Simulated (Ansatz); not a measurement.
Consider the formal exchange of groups at the Al–Si bond: `[NH2][AlH][SiH2][SiH2]Cl` + `COCN` → `C[O][AlH][NH2]` + `NC[SiH2][SiH2]Cl`.

Program: Ansatz. Geometries: PBE0-D4/def2-TZVP. ΔE: electronic, gas phase. CCSD(T)/CBS is the MP2 limit (def2-TZVPP, def2-QZVPP) plus CCSD(T) − MP2 in def2-TZVPP, frozen cores. This one scheme is used for every species. Each species was taken in one conformer, which may not be the lowest.

| level | ΔE (kJ/mol) |
| --- | --- |
| MP2/def2-QZVPP | -148.7 |
| SCS-MP2/def2-QZVPP | -149.4 |

What does CCSD(T)/CBS give? (Best estimate.)

The calculation gave: -136.9 kJ/mol. The listed levels differ from it by -11.8, -12.5 kJ/mol.

Largest T1 diagnostic among the species: 0.013.

The D4 term adds +3.6 kJ/mol with B3LYP and +2.1 kJ/mol with PBE0; it sums over pairs of atoms, weighted by their polarisabilities, and B3LYP, whose exchange is more repulsive, gets the larger term. In def2-TZVPP, CCSD(T) changes the Hartree–Fock value by +16.7 kJ/mol (the triples alone add +4.5 kJ/mol) and MP2 by +3.9 kJ/mol. From PBE to PBE0 (25 % exact exchange), in def2-TZVPP and without D4, ΔE moves by −7.0 kJ/mol.

B3LYP here is the variant with VWN-RPA as its local correlation; programs differ in this.
